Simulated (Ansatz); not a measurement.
`C=CS[SiH3]` → `[SiH3]/C=C\S`  (isomerisation)

Computed with Ansatz on PBE0-D4/def2-TZVP structures; ΔE is electronic, products minus reactants. CCSD(T)/CBS adds triple-zeta CCSD(T) − MP2 to the extrapolated MP2 energy (def2 sets, frozen cores). Functionals use def2-TZVPP. One conformer a species, not always the lowest.

| level | ΔE (kJ/mol) |
| --- | --- |
| LDA (SPW92) | 42.3 |
| r2SCANh-D4 | 51.4 |
| r2SCAN0 | 53.1 |
| RPA@PBE/def2-TZVPP | 48.2 |

**Question.** What does CCSD(T)/CBS give? (Best estimate.)

**Answer.** The calculation gave: +53.3 kJ/mol. The listed levels differ from it by -11.0, -1.9, -0.2, -5.1 kJ/mol.

Largest T1 diagnostic among the species: 0.013.

In def2-TZVPP, CCSD(T) changes the Hartree–Fock value by −9.6 kJ/mol (the triples alone add −1.2 kJ/mol) and MP2 by −7.7 kJ/mol. At CCSD(T), def2-SVP lies −5.9 kJ/mol from the extrapolated value and def2-TZVPP −2.3 kJ/mol.
